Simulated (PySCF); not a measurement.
CH₃BrMg, SMILES [CH3][Mg][Br].

Coordinates come from a PBE0-D3(BJ)/def2-TZVP optimisation.

These are C-PCM-ωB97X/def2-SVP in PySCF values and carry that method's errors.

The values are the electrostatic part of the solvation free energy, E(continuum) − E(gas) at the gas-phase geometry, in a cavity of scaled van der Waals radii (PySCF's table); cavitation and dispersion terms are not included. A continuum can't describe solvent molecules that bind to the metal. In vacuum the orbital gap is 10.61 eV. The dipole moment in vacuum is 2.05 D.

Computed values in water (ε = 78.36), n-hexane (ε = 1.88), chloroform (ε = 4.71):
```
solvent         ε  ΔG(elec) (kcal/mol)  dipole (D)  gap (eV)
----------  -----  -------------------  ----------  --------
water       78.36                -11.3        2.45     10.81
n-hexane     1.88                 -4.8        2.23     10.70
chloroform   4.71                 -8.7        2.36     10.77
```
